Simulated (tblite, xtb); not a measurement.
ClIn, charge +1, doublet, geometry from GFN2-xTB (such geometries of metal compounds can be far from the true shape) (a state made from the parent by changing its charge; the spin is typed, not shown lowest). Base run: xtb with GFN1-xTB.

Input for xtb:
```
$ xtb mol.xyz --gfn 1 --chrg 1 --uhf 1 --json

# file mol.xyz
2

In    -0.00000000    -0.00000000    -0.64646640
Cl     0.00000000     0.00000000     1.86334432
```

Programs used: tblite, xtb; a row that names a program was run with it.

The base run was repeated with changes; each row names its change, and settings that it needs were set with it.

| change | ΔE vs base (kcal/mol) | G_solv (kcal/mol) | SCF cycles |
|---|---|---|---|
| base | 0.000 | - | 7 |
| file = coord | 0.000 | - | 7 |
| alpb = water | -49.00 | -49.01 | 7 |
| program = tblite; method = gfn1; option = (--efield, 0,0,0.1) | 0.84 | - | - |
| etemp = 10000 | -31.45 | - | 8 |
| etemp = 1000 | -0.309 | - | 8 |
| program = tblite; method = gfn1 | 0.000 | - | - |
| gbsa = water | -48.36 | -48.37 | 8 |

ALPB and GBSA are two models with their own fitted parameters for each solvent, which aren't always the measured dielectric constant.
